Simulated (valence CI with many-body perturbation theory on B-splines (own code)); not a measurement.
## Co²²⁺: E2, M1, M2 decay

Level of theory: valence CI with perturbative core correlation (CI+MBPT): three valence electrons over a frozen Dirac-Fock core [He], radial functions for each j: 11 s, 11 p, 10 d, 8 f, 5 g, 2 h, with the one-electron correlation potential Σ1 (screened to all orders), the two-electron term Σ2, the three-electron term Σ3, Breit, model QED; selected single and double excitations, second order for the rest, scaled by the run's own slope (own B-spline code, finite nucleus).

No measured levels were compared; by estimate levels of excited configurations hold to 0.05 to 0.15 % of their energy, terms of the ground configuration to about 0.5 %.

Lines 1 to 17 of 17 in falling wavelength, among levels below 1617.7 eV, chosen from the decays that carry over 1 % of a level's rate. Wavelengths and rates use the calculated energies, so an error of 800 cm⁻¹ moves a line at 11.43 Å by 0.0091 % and its rate by three times that or more. Electric multipoles are in the length gauge with retardation, E1 and E2 with the static RPA response of the core. M1 uses the relativistic operator with retardation. S is in atomic units (e²a₀⁴ for E2 and M2, e²a₀⁶ for E3), for M1 in squared Bohr magnetons. Weak lines are less certain than strong ones. Lines between different terms over intervals too small for the method are left out, as are lines whose strength nearly cancels.

Names give the largest LS component (configuration and term), which can be under half, so a name can repeat, a term be missing and a line seem to break the LS rules; names also repeat where a configuration has a term twice. Letters in brackets count levels of one name in rising energy.

| λ vac (Å) | Upper | Lower | Type | A (s⁻¹) | S (a.u.) |
| --- | --- | --- | --- | --- | --- |
| 715.9 | 2s2 2p 2P°_3/2 | 2s2 2p 2P°_1/2 | M1 | 2.45e+04 | 1.33e+00 |
| 11.43 | 2s 2p 3p 4D_7/2 | 2s 2p2 2D_5/2 | E2 | 2.05e+08 | 2.85e-04 |
| 11.24 | 2s2 3p 2P°_1/2 | 2s2 2p 2P°_3/2 | E2 | 5.00e+09 | 1.60e-03 |
| 11.23 | 2s 2p 3d 4F°_9/2 | 2s 2p2 2D_5/2 | M2 | 1.76e+07 | 2.82e-05 |
| 11.21 | 2s 2p 3p 4D_5/2 | 2s 2p2 4P_5/2 | E2 | 2.00e+09 | 1.89e-03 |
| 11.10 | 2s 2p 3p 4D_7/2 | 2s 2p2 4P_5/2 | E2 | 2.85e+09 | 3.43e-03 |
| 11.05 | 2s 2p 3p 4D_5/2 | 2s 2p2 4P_1/2 | E2 | 2.63e+09 | 2.32e-03 |
| 11.02 | 2s 2p 3p 4D_7/2 | 2s 2p2 4P_3/2 | E2 | 2.08e+09 | 2.41e-03 |
| 10.75 | 2p2 3d 2F_7/2 [a] | 2s 2p2 2P_3/2 | E2 | 1.47e+09 | 1.51e-03 |
| 10.47 | 2p2 3d 2F_7/2 [a] | 2s 2p2 2D_5/2 | E2 | 1.77e+09 | 1.59e-03 |
| 10.46 | 2p2 3d 4F_9/2 | 2s 2p2 2D_5/2 | E2 | 5.23e+08 | 5.85e-04 |
| 10.43 | 2p2 3d 2F_7/2 [a] | 2s 2p2 2D_3/2 | E2 | 6.00e+08 | 5.30e-04 |
| 10.28 | 2p2 3d 2G_9/2 | 2s 2p2 2D_5/2 | E2 | 1.24e+10 | 1.27e-02 |
| 10.19 | 2p2 3d 2F_7/2 [a] | 2s 2p2 4P_5/2 | E2 | 8.76e+09 | 6.87e-03 |
| 10.19 | 2p2 3d 4F_9/2 | 2s 2p2 4P_5/2 | E2 | 1.31e+10 | 1.29e-02 |
| 10.17 | 2p2 3d 4F_7/2 | 2s 2p2 4P_3/2 | E2 | 1.28e+10 | 9.95e-03 |
| 10.01 | 2p2 3d 2G_9/2 | 2s 2p2 4P_5/2 | E2 | 6.81e+08 | 6.13e-04 |
